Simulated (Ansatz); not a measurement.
**CCSD(T) forces**

AlSiH$_{4}$I (SMILES [SiH3][AlH][I]), closed shell, displaced at random from a GFN2-xTB minimum.

```xyz
7
angstrom
Si -0.9516 0.4756 -0.3887
Al 1.1456 -0.3216 0.4405
I 1.8655 -2.6975 0.9582
H -1.8531 -0.6555 -0.5908
H -0.9181 1.1590 -1.6952
H -1.6812 1.4047 0.5059
H 2.3584 0.6405 0.7507
```

Computed with Ansatz 0.2.0 (basis: def2-TZVPP); correlated methods freeze the cores. Filled d shells of the heavier atoms are correlated. Core potentials replace the inner electrons of the atoms past krypton. The def2 sets are not built for correlating such inner shells, so the correlated values are less sure here. B3LYP uses VWN-RPA correlation.

CCSD(T) forces from the calculation:
| atom | Fx | Fy | Fz (eV/Å) |
| --- | --- | --- | --- |
| Si1 | -0.805 | 0.121 | -0.206 |
| Al2 | 1.065 | -0.419 | 0.399 |
| I3 | -0.386 | 0.474 | -0.184 |
| H4 | -0.293 | -0.429 | -0.028 |
| H5 | 0.317 | 0.110 | -0.181 |
| H6 | 0.173 | 0.060 | 0.227 |
| H7 | -0.071 | 0.082 | -0.027 |

**Question.** Which atom feels the largest CCSD(T) force, and how large is it?

**Answer.** Al2, 1.21 eV/Å, along (0.88, -0.35, 0.33).

Root-mean-square difference of the force components from those of CCSD(T): PBE0-D4 0.057; wB97M-V 0.054; r2SCAN-D4 0.058; PBE-D4 0.147; B3LYP-D4 0.063; BLYP-D4 0.126 eV/Å.

T1 diagnostic: at most 0.011.

For scale, one of the runs: CCSD(T)/def2-TZVPP forces, 190 basis functions (an equivalent command: `ansatz run in.yaml --threads 4`). Hardware: 4 CPU threads, shared host. Wall time 2.1 min; peak host memory 4 GiB.
